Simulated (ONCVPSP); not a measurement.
neon (Ne), ONCV: configuration errors across variants

```json
{
 "Element": "Ne (Z = 10)",
 "Generator": "ONCVPSP 4.0.1",
 "Type": "optimised norm-conserving Vanderbilt (ONCV)",
 "Functional": "PBEsol",
 "Relativity": "scalar-relativistic",
 "Frozen core": "[He]",
 "Valence charge": "8",
 "Reference configuration": "2s2 2p6",
 "Partial waves": "2s: rc 0.50 bohr, ncon 4, nbas 7, qcut 11.6 1/bohr, 1 projector; 2p: rc 1.20 bohr, ncon 5, nbas 8, qcut 14.4 1/bohr, 1 projector; d scattering state at 0.31 Ha: rc 1.20 bohr, ncon 4, nbas 7, qcut 8.8 1/bohr, 2 projectors, debl 3.1 Ha",
 "Local potential": "polynomial inside 0.45 bohr (lpopt 5, dvloc0 3 Ha)",
 "Core correction": "Teter function, fcfact 3.75, rcfact 1.5"
}
```

All-electron excitation energies from the reference (eV): (1) 2s2 2p5 22.399; (2) 2s2 2p4 65.560; (3) 2s2 2p3 132.845; (4) 2s1 2p6 45.669.

Errors AE − PS in meV (a dash: test not solved or not reliable):

| change | (1) | (2) | (3) | (4) | bound ghosts | GHOST(+) flags above zero |
| --- | --- | --- | --- | --- | --- | --- |
| base | +3.0 | +54 | +270 | -12 | none | none |
| local potential polynomial inside 0.45 bohr (lpopt 5, dvloc0 -2.5 Ha) | +3.1 | +55 | +272 | -12 | none | d |
| local potential polynomial inside 0.45 bohr (lpopt 5, dvloc0 -1 Ha) | +3.1 | +54 | +271 | -12 | none | d |
| local potential polynomial inside 0.45 bohr (lpopt 5, dvloc0 0 Ha) | +3.1 | +54 | +271 | -12 | none | d |
| local potential polynomial inside 0.45 bohr (lpopt 5, dvloc0 1.5 Ha) | +3.0 | +54 | +270 | -12 | none | none |
| local potential polynomial inside 0.45 bohr (lpopt 5, dvloc0 4 Ha) | +3.0 | +54 | +269 | -12 | none | none |
| local potential polynomial inside 0.45 bohr (lpopt 5, dvloc0 5.5 Ha) | +3.0 | +54 | +269 | -12 | none | none |
| local potential polynomial inside 0.45 bohr (lpopt 5, dvloc0 7 Ha) | +3.0 | +54 | +268 | -12 | none | none |
| local potential polynomial inside 0.45 bohr (lpopt 5, dvloc0 9.5 Ha) | +2.9 | +53 | +267 | -12 | none | none |

Give the same row for: local potential polynomial inside 0.45 bohr (lpopt 5, dvloc0 8 Ha).

+3.0, +54, +268, -12; bound ghosts: none; GHOST(+) flags above zero: none.
